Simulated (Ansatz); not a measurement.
Basis-set extrapolation for C2H5BOS (`OC1CBS1`) (PBE0-D4/def2-TZVP geometry, frozen core, Ansatz). Multiplicity 1, RHF reference.

```
                      def2-TZVPP   def2-QZVPP
                 HF  -575.802761  -575.821883
    MP2 correlation    -0.846185    -0.908775
CCSD(T) correlation    -0.924129      not run
```

Energies in hartree. Use E(X) = E(∞) + A·exp(−7.88·√X) for Hartree–Fock and E(X) = E(∞) + B·X^(−2.97) for correlation, with X = 3 and 4, and add CCSD(T) minus MP2 of the smaller set to the MP2 limit.

Q: What is the CCSD(T) energy at the basis-set limit?

A: HF limit: -575.821883 + (-0.019122) × 0.13774 = -575.82452. MP2 limit: -0.908775 + (-0.062590) × 0.74074 = -0.95514. Higher-order term: -0.924129 − (-0.846185) = -0.07794. Total: -576.85760 hartree, 343.2 kJ/mol below CCSD(T)/def2-TZVPP.
